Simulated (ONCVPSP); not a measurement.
gadolinium, ONCV: configuration errors across variants

ONCVPSP 4.0.1 input, shortened (lines: element, Z, core and valence counts, functional; n l f; lmax; l rc ep ncon nbas qcut; lloc lpopt rc5 dvloc0; l nproj debl; icmod fcfact rcfact), PBEsol, scalar-relativistic:

```
  Gd 64.00   10    5  -116133      upf
    1    0    2.00
    2    0    2.00
    2    1    6.00
    3    0    2.00
    3    1    6.00
    3    2   10.00
    4    0    2.00
    4    1    6.00
    4    2   10.00
    4    3    7.00
    5    0    2.00
    5    1    6.00
    5    2    1.00
    6    0    1.50
    6    1    0.50
    3
    0    2.15    0.00    3    7    5.20
    1    2.25    0.00    3    8    5.60
    2    2.45    0.00    4    8    3.60
    3    2.15    0.43    4    8    5.10
    3    5    2.15    0.00
    0    2    0.40
    1    2    3.70
    2    2    3.70
    3    0    1.60
    0    0.00    0.00
```

All-electron excitation energies from the reference (eV): (1) 5s2 5p6 5d1 6s2 6p0 -1.433; (2) 5s2 5p6 5d1 6s1 6p0 5.241; (3) 5s2 5p6 5d1 6s0 6p0 17.287; (4) 5s2 5p6 5d1.5 6s1.5 6p0 -0.588.

3 further variants failed, have other tests or too few solved ones, and are left out.

A true bound ghost makes a file unfit for plane-wave use even where its test errors are small: the radial tests pick states by their node count and pass the ghost by.

Errors AE − PS in meV (a dash: test not solved or not reliable):

```tsv
change	(1)	(2)	(3)	(4)	bound ghosts	GHOST(+) flags above zero
base	+0.4	-1.3	+5.9	-2.2	s	none
s: qcut 6.6; p: qcut 7.1; d: qcut 4.5; f: qcut 6.4	+0.6	0.0	+7.4	-2.1	s	p
s: qcut 7.3; p: qcut 7.8; d: qcut 5; f: qcut 7.1	+0.5	-1.3	+7.9	-2.4	s	p
```

Question: Give the same row for: s: qcut 5.6; p: qcut 6.1; d: qcut 3.9; f: qcut 5.5.

Answer: +0.5, -1.3, +6.3, -2.3; bound ghosts: none; GHOST(+) flags above zero: none.
